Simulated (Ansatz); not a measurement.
V2O7H4. Charge 0, multiplicity 1. Geometry PBE-D4/def2-SVP; atoms count from 1.

```xyz
13

V    -1.3359   -0.7329    0.6255
V     1.3944    0.4929   -0.4992
O    -2.4785   -1.7393    1.5540
O    -2.0407    0.6517   -0.1371
O     0.4556    1.6825   -0.9403
O     0.5449   -0.8078    0.8278
O    -2.2223   -2.2478    0.2475
O     0.3461   -1.1040   -0.6119
O     2.8848    0.4043   -1.3989
H     1.9263    1.1437    0.8809
H     3.1973    1.0486   -2.0638
H    -1.2336   -0.0884    2.0999
H    -1.4383    1.2965   -0.5844
```

The structure holds 2 bonds between oxygen atoms, so isomers without such links may lie far lower. The restricted singlet is unstable towards broken spin symmetry in Hartree–Fock (as tested in another run); at PBE0-D4/def2-TZVP this wasn't settled. No other spin state of charge 0 was run. Another isomer (singlet) lies 3.67 eV lower at PBE0-D4/def2-TZVP; other spin states weren't run for this one.

(1) Estimate the Mulliken populations from the PBE0/def2-TZVP orbitals of Ansatz.

(2) And the Mayer bond orders between bonded heavy atoms (over 0.3)?

Results:

(1) 
```csv
atom,charge (e),d electrons
V1,1.09,3.24
V2,1.14,3.19
O3,-0.23,–
O4,-0.59,–
O5,-0.54,–
O6,-0.31,–
O7,-0.30,–
O8,-0.37,–
O9,-0.65,–
H10,0.01,–
H11,0.36,–
H12,0.02,–
H13,0.36,–
```
Mulliken values and Mayer orders depend strongly on the basis.

(2) V1–O3 1.09 (1.78 Å); V1–O4 1.18 (1.73 Å); V1–O6 0.60 (1.89 Å); V1–O7 1.06 (1.80 Å); V1–O8 0.35 (2.12 Å); V2–O5 2.07 (1.58 Å); V2–O6 0.44 (2.04 Å); V2–O8 0.60 (1.91 Å); V2–O9 1.10 (1.74 Å); O3–O7 0.89 (1.43 Å); O6–O8 0.82 (1.48 Å).
